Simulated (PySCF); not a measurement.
# Electric field gradients and quadrupole coupling constants

C₄H₁₁NO₂Si.
Cartesian coordinates in Å at the GFN2-xTB level; atoms count from 1:
```
atom  x, y, z in Å
C1     2.8531    0.9892    0.0736
C2     2.0460    0.2561   -0.6732
C3     0.6087    0.5536   -0.9110
Si4   -0.5116   -0.6132    0.1101
N5    -0.2016   -2.2210   -0.4293
O6    -0.1764   -0.4927    1.7040
O7    -2.0940   -0.2700   -0.0600
C8    -2.8309    0.7558    0.5481
H9     2.5163    1.8984    0.5457
H10    3.8822    0.7200    0.2418
H11    2.4082   -0.6565   -1.1276
H12    0.3821    0.4375   -1.9703
H13    0.3988    1.5895   -0.6416
H14   -0.2456   -2.3981   -1.4186
H15   -0.6696   -2.9672    0.0607
H16    0.7197   -0.6320    1.9966
H17   -2.6301    0.7879    1.6197
H18   -3.8877    0.5476    0.3781
H19   -2.5776    1.7244    0.1107
```

Field gradients from the PBE0/pcSseg-1 density (PySCF, non-relativistic), principal values in atomic units, ordered |Vxx| ≤ |Vyy| ≤ |Vzz|:

```
atom      Vxx      Vyy      Vzz
  N5   0.2891   0.6230  -0.9122
  O6  -0.3956  -1.0898   1.4854
  O7  -0.5672  -1.1719   1.7390
```

Q: Find the asymmetry η = (Vxx − Vyy)/Vzz and the couplings χ = eQV/h (234.96 MHz × Q in barn × V in au), with Q(14N) = 0.02044 b, Q(17O) = −0.0256 b.

A: 
```json
{"atom": "N5", "environment": "silicon-bound nitrogen", "nucleus": "14N", "η": "0.37", "χzz (MHz)": "-4.381", "χxx (MHz)": "1.389", "χyy (MHz)": "2.992"}
{"atom": "O6", "environment": "silanol oxygen", "nucleus": "17O", "η": "0.47", "χzz (MHz)": "-8.93", "χxx (MHz)": "2.38", "χyy (MHz)": "6.56"}
{"atom": "O7", "environment": "silyl ether oxygen", "nucleus": "17O", "η": "0.35", "χzz (MHz)": "-10.46", "χxx (MHz)": "3.41", "χyy (MHz)": "7.05"}
```

The tensor is traceless: Vxx + Vyy + Vzz = 0.

Q: What is Vzz at O6 in SI units (1 au = 9.71736 × 10²¹ V/m²)?

A: 1.4854 au = 14.434 × 10²¹ V/m².

Q: And the gradient at the other heavy atoms, for which no coupling is worked out here?

A: 
```csv
atom,environment,Vzz (au),η
C1,terminal =CH2 carbon,0.249,0.52
C2,alkene CH carbon,0.351,0.53
C3,sp3 carbon bound to silicon,-0.096,0.58
Si4,oxygen-bound silicon,-0.201,0.96
C8,methoxy carbon,0.423,0.07
```

Were the hydrogens deuterons (Q(2H) = 0.00286 b), χzz would run from 200 kHz (H17 and H19) to 345 kHz (H16).

One conformer (not necessarily the lowest) at the GFN2-xTB geometry, without solvent, vibrations or thermal averaging. GFN2-xTB bond lengths can be off by several hundredths of an ångström, more for odd bonds, and the gradients follow them. A larger basis could move these couplings by a tenth or more.
